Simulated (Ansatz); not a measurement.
Born–Oppenheimer molecular dynamics of BBrH2 (4 atoms, charge 0, multiplicity 1). It starts from a relaxed structure.

Level of theory: Ansatz, RKS B3LYP-D4/def2-SVP.

| Item | Value |
| --- | --- |
| ensemble | NVE (velocity Verlet) |
| time step | 0.5 fs |
| steps asked | 300 |
| starting velocities drawn for | 400 K |
| seed | 927164 |

First frame:

```xyz
4
Properties=species:S:1:pos:R:3
B -0.153 0.025 -0.096
Br 1.481 -0.366 0.797
H -1.121 -0.622 0.193
H -0.152 0.903 -0.913
```

Task: How far do the bonds stretch over the last three quarters of this one trajectory? (Pairs bonded in most of those frames.)

Result: 
```json
{"bond": "B1–Br2", "mean (Å)": "1.904", "spread (Å)": "0.009", "shortest": "1.89", "longest": "1.92"}
{"bond": "B1–H3", "mean (Å)": "1.203", "spread (Å)": "0.028", "shortest": "1.16", "longest": "1.25"}
{"bond": "B1–H4", "mean (Å)": "1.202", "spread (Å)": "0.016", "shortest": "1.16", "longest": "1.24"}
```

Mean temperature of the second half: 206 K. The conserved energy stayed within 0.13 meV per atom of its start (net change 0.11 meV per atom), so the integration is sound. The temperature averaged 0.51 of the 400 K drawn at the start: a run that starts near a minimum puts about half its kinetic energy into the potential. A run of 0.15 ps of so small a system gives no equilibrium averages.

The run took 4.2 min on 1 thread of Arm Neoverse V1 (shared host), peak memory 0.098 GiB.
